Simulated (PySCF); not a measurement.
How methods differ on the ionisation energy of Mo²⁺

Mo²⁺ [Kr] 4d4 (5D) → Mo³⁺ [Kr] 4d3 (4F), as a difference of total energies. Computed with PySCF 2.14 in x2c-TZVPPall (8s6p6d2f1g, 79 functions), with the spin-free X2C one-electron Hamiltonian (Gaussian nucleus). Correlated levels: valence and next inner shell: [Ar] 3d10 frozen. The calculations carry no spin-orbit coupling.

Question: Order these methods by the ionisation energy they give, lowest first.
A. UHF
B. CCSD(T) (valence and next inner shell)
C. MP2 (valence and next inner shell)
D. SCS-MP2 (valence and next inner shell)

Answer: A (26.082 eV), D (26.769 eV), B (26.994 eV), C (27.101 eV).

The reference lies between the lowest fine-structure levels, while these numbers refer to the centres of the terms.

Errors of the correlated levels include the incompleteness of this basis and the frozen core.

For comparison: 27.13 ± 0.12 eV (semi-empirical (NIST evaluation); NIST Atomic Spectra Database, ionization energies).
